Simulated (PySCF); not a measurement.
C6H6O. Atoms are numbered in the order given.

```xyz
13

C      0.5613    -2.6639     0.0000
C      0.2638    -1.4915     0.0000
C     -0.0618    -0.0783     0.0000
C      1.0990     0.8759     0.0000
O      0.9636     2.0733     0.0000
C     -1.3061     0.4050    -0.7408
C     -1.3061     0.4050     0.7408
H      0.8210    -3.7081     0.0000
H      2.1085     0.3977     0.0000
H     -1.1921     1.3664    -1.2492
H     -1.8772    -0.3611    -1.2709
H     -1.8772    -0.3611     1.2709
H     -1.1921     1.3664     1.2492
```

Geometry optimised at ωB97X-D3(BJ)/def2-SVP. The values are those of a single conformer.

Method: PBE/pcSseg-1 (PySCF).

GIAO shieldings, no solvent; atoms listed in one row are averaged. δ = σ(ref) − σ: ¹³C against TMS (σ = 182.0 ppm); ¹⁷O against H2O (σ = 334.3 ppm); ¹H against TMS (σ = 31.49 ppm), references at their B3LYP-D3(BJ)/def2-TZVP geometries, non-relativistic.

Computed chemical shifts:
```tsv
nucleus	atoms	count	δ (ppm)
¹³C	C4	1	206.0
¹³C	C2	1	89.4
¹³C	C1	1	72.2
¹³C	C6, C7	2	31.1
¹³C	C3	1	30.5
¹⁷O	O5	1	641.4
¹H	H9	1	10.56
¹H	H8	1	2.14
¹H	H10, H13	2	1.78
¹H	H12, H11	2	1.59
```
